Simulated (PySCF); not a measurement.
# Electron correlation in C⁺ (carbon, charge +1)

[He] 2s2 2p1, 2P determinant. All numbers are calculated (PySCF 2.14, no relativity, point nucleus, in def2-SVP). Frozen: 1s2; 3 electrons correlated.

MP2 pair energies summed by pair of shells (mhartree):

```csv
pair,energy,share (%)
2s-2s,-25.82,61.8
2s-2p,-15.98,38.2
```

Total MP2 correlation energy: -41.80 mhartree.

Same-spin part -2.37 and opposite-spin part -39.43 mhartree; SCS-MP2 scales them by 1/3 and 6/5 to -48.10 mhartree.

```csv
level,correlation energy (mhartree)
CCSD,-66.66
(T),-0.74
CCSD(T),-67.40
```

Diagnostics: T1 = 0.0084, D1 = 0.0155, largest double amplitude 0.142.

Cost of the coupled-cluster step: 0.14 s of wall time on 1 thread of Neoverse-N1 (shared host), for 3 correlated electrons.
